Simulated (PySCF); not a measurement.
C2H6ClFSi2, SMILES C(/Cl)(=C/[SiH2]F)[SiH3].

Geometry optimised at PBE-D3(BJ)/def2-SVP. The structure was generated by enumeration; whether it is a known compound was not checked. Other conformers were not sampled.

Calculation: PBE-D3(BJ)/def2-SVP (PySCF).

Frequencies are harmonic and unscaled.

```json
[
 {"mode": "1", "ν (cm⁻¹)": "65", "IR (km/mol)": "1.8", "moving atoms (share of kinetic energy)": "F 38 %, Si 23 %, H 19 %, C 13 %"},
 {"mode": "2", "ν (cm⁻¹)": "93", "IR (km/mol)": "2.4", "moving atoms (share of kinetic energy)": "Cl 32 %, F 25 %, Si 21 %, C 13 %, H 8 %"},
 {"mode": "3", "ν (cm⁻¹)": "102", "IR (km/mol)": "0.2", "moving atoms (share of kinetic energy)": "H 57 %, C 22 %, Si 17 %"},
 {"mode": "4", "ν (cm⁻¹)": "144", "IR (km/mol)": "0.0", "moving atoms (share of kinetic energy)": "H 69 %, C 26 %"},
 {"mode": "5", "ν (cm⁻¹)": "163", "IR (km/mol)": "1.0", "moving atoms (share of kinetic energy)": "Cl 38 %, Si 31 %, F 15 %, H 11 %"},
 {"mode": "6", "ν (cm⁻¹)": "232", "IR (km/mol)": "4.8", "moving atoms (share of kinetic energy)": "F 37 %, Si 28 %, Cl 15 %, C 11 %, H 9 %"},
 {"mode": "7", "ν (cm⁻¹)": "319", "IR (km/mol)": "3.0", "moving atoms (share of kinetic energy)": "Si 72 %, H 9 %, C 9 %"},
 {"mode": "8", "ν (cm⁻¹)": "377", "IR (km/mol)": "0.3", "moving atoms (share of kinetic energy)": "C 60 %, H 36 %"},
 {"mode": "9", "ν (cm⁻¹)": "546", "IR (km/mol)": "25.5", "moving atoms (share of kinetic energy)": "C 35 %, Cl 34 %, H 22 %"},
 {"mode": "10", "ν (cm⁻¹)": "605", "IR (km/mol)": "36.6", "moving atoms (share of kinetic energy)": "H 71 %, Si 16 %, C 12 %"},
 {"mode": "11", "ν (cm⁻¹)": "629", "IR (km/mol)": "18.7", "moving atoms (share of kinetic energy)": "H 61 %, C 24 %, Si 12 %"},
 {"mode": "12", "ν (cm⁻¹)": "646", "IR (km/mol)": "57.9", "moving atoms (share of kinetic energy)": "H 69 %, C 22 %, Si 9 %"},
 {"mode": "13", "ν (cm⁻¹)": "705", "IR (km/mol)": "18.0", "moving atoms (share of kinetic energy)": "H 91 %"},
 {"mode": "14", "ν (cm⁻¹)": "733", "IR (km/mol)": "48.1", "moving atoms (share of kinetic energy)": "C 58 %, Si 25 %, H 16 %"},
 {"mode": "15", "ν (cm⁻¹)": "793", "IR (km/mol)": "19.8", "moving atoms (share of kinetic energy)": "H 78 %, C 20 %"},
 {"mode": "16", "ν (cm⁻¹)": "831", "IR (km/mol)": "53.5", "moving atoms (share of kinetic energy)": "H 49 %, F 36 %, Si 11 %"},
 {"mode": "17", "ν (cm⁻¹)": "840", "IR (km/mol)": "105.8", "moving atoms (share of kinetic energy)": "C 44 %, H 35 %, F 11 %"},
 {"mode": "18", "ν (cm⁻¹)": "878", "IR (km/mol)": "443.2", "moving atoms (share of kinetic energy)": "H 67 %, C 15 %, Si 13 %"},
 {"mode": "19", "ν (cm⁻¹)": "893", "IR (km/mol)": "23.6", "moving atoms (share of kinetic energy)": "H 74 %, Si 18 %"},
 {"mode": "20", "ν (cm⁻¹)": "898", "IR (km/mol)": "36.5", "moving atoms (share of kinetic energy)": "H 97 %"},
 {"mode": "21", "ν (cm⁻¹)": "912", "IR (km/mol)": "18.1", "moving atoms (share of kinetic energy)": "H 97 %"},
 {"mode": "22", "ν (cm⁻¹)": "935", "IR (km/mol)": "179.9", "moving atoms (share of kinetic energy)": "H 67 %, Si 16 %, C 13 %"},
 {"mode": "23", "ν (cm⁻¹)": "1145", "IR (km/mol)": "19.7", "moving atoms (share of kinetic energy)": "H 74 %, C 25 %"},
 {"mode": "24", "ν (cm⁻¹)": "1595", "IR (km/mol)": "41.5", "moving atoms (share of kinetic energy)": "C 98 %"},
 {"mode": "25", "ν (cm⁻¹)": "2172", "IR (km/mol)": "74.6", "moving atoms (share of kinetic energy)": "H 99 %"},
 {"mode": "26", "ν (cm⁻¹)": "2184", "IR (km/mol)": "40.6", "moving atoms (share of kinetic energy)": "H 98 %"},
 {"mode": "27", "ν (cm⁻¹)": "2185", "IR (km/mol)": "72.2", "moving atoms (share of kinetic energy)": "H 96 %"},
 {"mode": "28", "ν (cm⁻¹)": "2188", "IR (km/mol)": "90.9", "moving atoms (share of kinetic energy)": "H 96 %"},
 {"mode": "29", "ν (cm⁻¹)": "2191", "IR (km/mol)": "118.8", "moving atoms (share of kinetic energy)": "H 95 %"},
 {"mode": "30", "ν (cm⁻¹)": "3082", "IR (km/mol)": "0.2", "moving atoms (share of kinetic energy)": "H 92 %, C 8 %"}
]
```
